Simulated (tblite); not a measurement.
C8H17P.
Geometry (GFN2-xTB, Å), atoms numbered from 1 in this order:
```
atom  x, y, z in Å
C1     3.1576   -0.3566    0.3765
C2     2.2098    0.7008   -0.1724
P3     0.6112    0.7670    0.7929
C4    -0.3599    1.8583   -0.3760
C5    -1.1518    0.9477   -1.3133
C6    -1.5309   -0.3060   -0.5229
C7    -2.6002    0.0027    0.5196
C8    -0.2181   -0.7854    0.1110
C9    -0.3769   -1.8623    1.1764
H10    4.1082   -0.3330   -0.1543
H11    2.7307   -1.3518    0.2678
H12    3.3482   -0.1819    1.4337
H13    2.6688    1.6897   -0.0777
H14    2.0003    0.5218   -1.2315
H15    0.3109    2.5293   -0.9150
H16   -1.0350    2.4770    0.2192
H17   -0.5299    0.6588   -2.1639
H18   -2.0353    1.4568   -1.7024
H19   -1.9153   -1.0731   -1.2051
H20   -3.4388    0.5211    0.0588
H21   -2.9754   -0.9112    0.9727
H22   -2.1887    0.6342    1.3052
H23    0.4195   -1.1816   -0.6898
H24   -0.9094   -1.4781    2.0424
H25    0.6013   -2.2030    1.5114
H26   -0.9218   -2.7188    0.7801
```

Calculated harmonic vibrations of the isolated species, GFN2-xTB (tblite), most abundant isotopes, no scaling. Against measured fundamentals such values can be off by several per cent, at times by over 20. One conformer, not necessarily the lowest.

Harmonic wavenumbers (cm⁻¹): 59.3, 92.3, 138.8, 179.2, 204.5, 208.5, 240.6, 263.2, 279.6, 292.6, 323.0, 378.5, 433.2, 512.6, 590.7, 664.5, 677.4, 706.3, 772.8, 811.9, 845.0, 922.3, 954.6, 982.4, 1004.8, 1013.3, 1019.9, 1033.8, 1049.6, 1071.3, 1089.2, 1106.3, 1118.8, 1158.0, 1200.2, 1218.5, 1227.3, 1253.7, 1256.7, 1274.1, 1299.2, 1319.5, 1339.7, 1408.1, 1411.0, 1412.6, 1448.0, 1460.8, 1488.8, 1494.5, 1496.1, 1499.9, 1502.7, 1505.3, 1519.7, 2884.2, 2915.0, 2923.4, 2940.9, 2952.6, 2966.9, 2974.0, 2980.7, 3003.9, 3012.4, 3019.5, 3020.9, 3023.3, 3025.2, 3030.4, 3042.5, 3045.0.

A = 2047, B = 1087, C = 851.2 MHz; mass 144.107 u (most abundant isotopes); point group C1, symmetry number 1.

Question: What is the zero-point energy?

Answer: Half the sum of the wavenumbers: 50998 cm⁻¹ = 610.07 kJ/mol.

Question: What is S at 500 K and 1 bar for an ideal gas of classical rigid rotors and harmonic oscillators?

Answer: Translation 181.59, rotation 129.95, vibration 236.18: S = 547.7 J/(mol K).

Question: And Cp and H(500 K) − H(0)?

Answer: Cp = 294.54 J/(mol K), of which vibrations give 261.28 (their classical limit is 72 R = 598.6); H(500 K) − H(0) = 80.70 kJ/mol without the zero-point energy, 64.07 from vibrations.

Question: How do the functions run with temperature in this model?

Answer: 
| T (K) | S (J/(mol K)) | Cp (J/(mol K)) | H − H(0) (kJ/mol) | G − H(0) (kJ/mol) | ln q(vib) |
| --- | --- | --- | --- | --- | --- |
| 50 | 243.6 | 51.0 | 1.97 | -10.21 | 0.30 |
| 100 | 288.6 | 82.5 | 5.31 | -23.56 | 1.30 |
| 298.15 | 425.0 | 186.1 | 31.82 | -94.88 | 6.87 |
| 373.15 | 471.3 | 228.8 | 47.39 | -128.50 | 9.12 |
| 750 | 686.6 | 390.3 | 167.14 | -347.82 | 20.69 |
| 1000 | 808.3 | 454.5 | 273.24 | -535.02 | 28.11 |

q(vib) and H(0) count from the zero-point level.

Question: What must be added to the electronic energy to get the Gibbs energy at 500 K and 1 bar?

Answer: ZPE + [H(500 K) − H(0)] − T·S = 610.07 + 80.70 − 273.86 = 416.91 kJ/mol.

Question: Blend soft modes into free rotors: weight 1/[1 + (100 cm⁻¹/ν̃)⁴] for the oscillator and the rest for a rotor with moment μB/(μ + B), μ = h/(8π²ν), B = 10⁻⁴⁴ kg m². What vibrational entropy results?

Answer: 226.19 J/(mol K) in place of 236.18, which changes −T·S at 500 K by +4.99 kJ/mol.

Question: Which modes carry the vibrational entropy at 500 K?

Answer: 59.3 cm⁻¹: 23.03; 92.3 cm⁻¹: 19.36; 138.8 cm⁻¹: 16.00; 179.2 cm⁻¹: 13.91; 204.5 cm⁻¹: 12.84; 208.5 cm⁻¹: 12.69 J/(mol K); the other 66 give 138.35 together.

Hindered rotation and anharmonicity are outside this model. Other conformers, if any are populated, would add a mixing term that is left out. The structure is chiral; the term R ln 2 for an equal mix with its mirror image is left out.
